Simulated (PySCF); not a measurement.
Si(H)(F)(OH)(NMe2) (C2H8FNOSi), SMILES O[SiH](N(C)C)F.

Geometry: PBE0-D3(BJ)/def2-SVP. One conformer was computed; it need not be the lowest.

Two levels are set side by side: TDDFT-PBE/def2-SVPD (PySCF) and TDDFT-B3LYP/def2-SVPD (PySCF). Vertical, same geometry. The lowest singlet is HOMO→LUMO 99 % with PBE and HOMO→LUMO 97 % with the other functional; states are paired by order. Differences are taken from unrounded values.

| quantity | TDDFT-B3LYP |
|---|---|
| lowest singlet excitation (eV) | 5.68 |
| lowest triplet excitation (TDA) (eV) | 5.56 |

**Question.** What does TDDFT-PBE give, and how far is it from TDDFT-B3LYP? (An estimate is asked for; the answer gives what the named calculation found.)

**Answer.** 
```
quantity                              TDDFT-PBE  TDDFT-PBE minus TDDFT-B3LYP
------------------------------------  ---------  ---------------------------
lowest singlet excitation (eV)             5.06                        -0.62
lowest triplet excitation (TDA) (eV)       4.94                        -0.62
```

Functionals without exact exchange tend to place singlet excitations lower, as here. Differences between two approximate levels are no errors against the true value.

Rough cost on one machine, each run with all the roots and properties that it gave: TDDFT-B3LYP against TDDFT-PBE about 3 times.
